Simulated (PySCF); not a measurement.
**Working out the ionisation energy of C(2+)**

C(2+) [He] 2s2 (1S) → C(3+) [He] 2s1 (2S). Computed with PySCF 2.14 in def2-QZVPPD, with the non-relativistic Hamiltonian (point nucleus). Frozen: nothing. Energies in hartree (1 hartree = 27.21139 eV):

| part | C(2+) (lower) | C(3+) (upper) |
| --- | --- | --- |
| UHF | -36.408373 | -34.726052 |
| MP2 opposite-spin | -0.062920 | -0.017236 |
| MP2 same-spin | -0.000811 | -0.000414 |

What does Hartree-Fock give?

(-34.726052) − (-36.408373) = 1.682321 hartree = 45.778 eV.

What do MP2 and SCS-MP2 (6/5 opposite-spin, 1/3 same-spin) give?

The opposite-spin parts differ by 1.243 eV and the same-spin parts by 0.011 eV. MP2: 45.778 + (1.243) + (0.011) = 47.032 eV. SCS-MP2: 45.778 + 1.2 × (1.243) + (0.011)/3 = 47.273 eV.

Measured between the centres of the two terms (NIST): 47.888 eV, so MP2 (valence and next inner shell) is off by -0.856 eV.

What remains against the reference includes basis incompleteness and correlation beyond second order.
